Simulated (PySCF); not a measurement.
A species of formula C6H13F3Si has this rotational fingerprint, computed with PBE0/pcSseg-1 in PySCF (dipole) on a GFN2-xTB geometry, gas phase:

```
Rotational constants : A = 2284, B = 412.8, C = 408.0 MHz
Dipole components    : |μa| = 2.51 D, |μb| = 0.67 D, |μc| = 0.08 D
Inertial defect      : -206.75 u·Å²
κ                    : -0.99
```

Problem. Which candidate fits, each taken in the one conformer that was computed?
A. `[CH3:1][CH:2]([CH3:3])[SiH2:4][CH2:5][CH2:6][C:7]([F:8])([F:9])[F:10]` with C1–C2–Si4–C5 -62°, C2–Si4–C5–C6 177°, Si4–C5–C6–C7 177°
B. `[CH3:1][C:2]([CH3:3])([CH3:4])[SiH2:5][CH2:6][C:7]([F:8])([F:9])[F:10]` with C2–Si5–C6–C7 180°

Solution. A. It is CC(C)[SiH2]CCC(F)(F)F. The candidates at the same level (rigid rotor, commonest isotopes):

```
                 SMILES  A (MHz)  B (MHz)  C (MHz)  μa (D)  μb (D)  μc (D)  Δ (u·Å²)  point group                        rotor
  CC(C)[SiH2]CCC(F)(F)F     2284    412.8    408.0    2.51    0.67    0.08   -206.75      near Cs                            –
CC(C)(C)[SiH2]CC(F)(F)F     2314    507.6    501.2    2.90    1.07    0.00   -205.80           Cs  near-prolate asymmetric top
```

`CC(C)(C)[SiH2]CC(F)(F)F` has B 23 % too high. No structure here is proved a minimum.
